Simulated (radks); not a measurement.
Results of a calculation; reference values are marked as such.
Spherical quantum dot in the effective-mass picture: electrons in a parabolic well V = omega^2 r^2 / 2 with omega = 0.866, with a point charge +2 (a donor) at the centre, all in effective atomic units (hartree* = m*/eps^2 hartree, bohr* = eps/m* bohr), one dielectric constant everywhere. Level of theory: non-relativistic Kohn-Sham, exchange-only LDA, spin-polarised, spherical densities (a radial shooting solver with Libxc functionals). Levels are named by radial order and angular momentum (1s, 1p, 1d, 2s, ...), and open shells are averaged over m.

N = 23, configuration 1s2 1p6 1d10 2s2 1f(up 3, down 0). This is the lowest configuration that the search found. Occupied and some empty levels:

| level | occupation | eigenvalue (hartree*) | <r> (bohr*) |
|---|---|---|---|
| 1s up | 1 | 9.1064 | 0.9742 |
| 1s down | 1 | 9.1080 | 0.9621 |
| 1p up | 3 | 10.040 | 2.190 |
| 1p down | 3 | 10.073 | 2.162 |
| 2s up | 1 | 10.132 | 2.264 |
| 2s down | 1 | 10.170 | 2.255 |
| 1d up | 5 | 10.512 | 2.589 |
| 1d down | 5 | 10.556 | 2.575 |
| 1f up | 3 | 11.001 | 2.857 |
| 2p up | 0 | 11.041 | 2.433 |
| 1f down | 0 | 11.050 | 2.851 |
| 2p down | 0 | 11.072 | 2.443 |
| 1g up | 0 | 11.526 | 3.072 |
| 1g down | 0 | 11.577 | 3.072 |
| 2d up | 0 | 11.686 | 2.746 |
| 2d down | 0 | 11.718 | 2.749 |

Energy (hartree*): total 139.536, kinetic 20.732, external 27.007, Hartree 100.60, exchange-correlation -8.8007.
